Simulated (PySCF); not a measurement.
YCl3, SMILES [Cl][Y]([Cl])[Cl]. Atoms are numbered in the order given.

```xyz
4

Y      0.0000     0.0000     0.0000
Cl     2.4434     0.0000     0.0000
Cl    -1.2217    -2.1161     0.0000
Cl    -1.2217     2.1161     0.0000
```
Charge 0, spin multiplicity 1.

Geometry: r2SCAN-D4/def2-SVP. The isomer is the one that the SMILES or the coordinates give; other isomers of the formula were not compared. The def2 effective core potentials stand for the cores of Y; spin–orbit coupling is left out.

Calculation: PySCF with CAM-B3LYP/def2-TZVPD.

Gas-phase values at a fixed geometry.

The total energy is -1419.24501 hartree, the point group is D3h and the highest occupied level comes out as -10.49 eV. The lowest empty level is -2.17 eV and the orbital gap is 8.32 eV. The dipole moment is 0.000 e·Å and the quadrupole, principal values (traceless, Buckingham form, about the centre of nuclear charge) is -8.92, -8.92, 17.83 D·Å. The mean static polarisability is 78.6 bohr³ (11.65 Å³) and the polarisability, principal values is 60.0, 87.9, 87.9 bohr³.
